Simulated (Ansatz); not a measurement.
Basis-set extrapolation for CH5BOS, SMILES `COBS` (PBE0-D4/def2-TZVP geometry, frozen core, the Gaussian-basis code of Ansatz). Multiplicity 1, RHF reference.

|  | def2-TZVPP | def2-QZVPP |
| --- | --- | --- |
| HF | -537.993180 | -538.011297 |
| MP2 correlation | -0.688706 | -0.740950 |
| CCSD(T) correlation | -0.758990 | not run |

Energies in hartree. Use E(X) = E(∞) + A·exp(−7.88·√X) for Hartree–Fock and E(X) = E(∞) + B·X^(−2.97) for correlation, with X = 3 and 4, and add CCSD(T) minus MP2 of the smaller set to the MP2 limit.

Task: What is the CCSD(T) energy at the basis-set limit?

Result: HF limit: -538.011297 + (-0.018117) × 0.13774 = -538.01379. MP2 limit: -0.740950 + (-0.052244) × 0.74074 = -0.77965. Higher-order term: -0.758990 − (-0.688706) = -0.07028. Total: -538.86372 hartree, 292.9 kJ/mol below CCSD(T)/def2-TZVPP.
